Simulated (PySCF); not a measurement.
SMILES CC[C]=O, doublet (CAM-B3LYP/def2-SVP optimised geometry):

```
9

C      0.872     0.003     0.000
C     -0.648     0.003     0.000
C     -1.269    -0.731     1.170
O     -2.393    -0.720     1.521
H      1.262     0.529    -0.883
H      1.269     0.502     0.896
H      1.266    -1.024    -0.011
H     -1.067     1.024     0.000
H     -1.050    -0.498    -0.898
```

Method: unrestricted CAM-B3LYP/def2-TZVP in PySCF.

Question: What are the frontier orbital energies (α orbitals alone; a β orbital can be the lowest empty one) and the dipole moment?

Answer: HOMO-2 -12.28 eV, HOMO-1 -11.66 eV, HOMO -7.14 eV, LUMO 0.51 eV, LUMO+1 2.03 eV; dipole moment 2.68 D.

On the same geometry unrestricted PBE/def2-TZVP run with PySCF gives HOMO-2 -9.18 eV, HOMO-1 -8.73 eV, HOMO -4.20 eV, LUMO -1.93 eV, LUMO+1 0.51 eV; dipole moment 2.46 D.

Meta-Löwdin charges at CAM-B3LYP/def2-TZVP: C1 -0.32, C2 -0.22, C3 0.22, O4 -0.29, H5 0.12, H6 0.11, H7 0.12, H8 0.13, H9 0.14.
